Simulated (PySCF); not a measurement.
Dipole response of Pt⁻ (platinum, charge -1)

[Xe] 4f14 5d9 6s2, 2D determinant. Calculation: PySCF 2.14, in aug-cc-pVQZ-PP with ECP60MDF (7s7p6d4f3g2h, 135 functions); scalar relativity through the core potential. Coupled (time-dependent) response in atomic units; α is the mean over directions.

| method | mean α (bohr³) | α xx, yy, zz | C₆ (like pair) | S(−4) |
| --- | --- | --- | --- | --- |
| UHF | 271.7 | 278.3, 278.3, 258.5 | 4041 | 111700 |

S(−4) is the Cauchy moment in α(ω) = α(0) + S(−4) ω² + …

Spin-orbit coupling is absent.

α(iu) at UHF:

```json
{"u (hartree)": "0", "α(iu) (bohr³)": "271.7"}
{"u (hartree)": "0.0500", "α(iu) (bohr³)": "166.6"}
{"u (hartree)": "0.100", "α(iu) (bohr³)": "98.94"}
{"u (hartree)": "0.200", "α(iu) (bohr³)": "47.96"}
{"u (hartree)": "0.300", "α(iu) (bohr³)": "29.98"}
{"u (hartree)": "0.500", "α(iu) (bohr³)": "16.52"}
{"u (hartree)": "0.750", "α(iu) (bohr³)": "10.28"}
{"u (hartree)": "1.00", "α(iu) (bohr³)": "7.262"}
{"u (hartree)": "1.50", "α(iu) (bohr³)": "4.324"}
{"u (hartree)": "2.00", "α(iu) (bohr³)": "2.904"}
{"u (hartree)": "3.00", "α(iu) (bohr³)": "1.575"}
{"u (hartree)": "5.00", "α(iu) (bohr³)": "0.6690"}
```

For an ion, C₆ is the dispersion term alone; charge-induced terms of lower order in 1/R come first.

The components differ because the open shell of this determinant is not spherical; for a pure term their mean is the scalar polarisability.

Energies and moments cover only the electrons outside the core potential. Spin-orbit coupling, absent here, splits the open shell strongly.
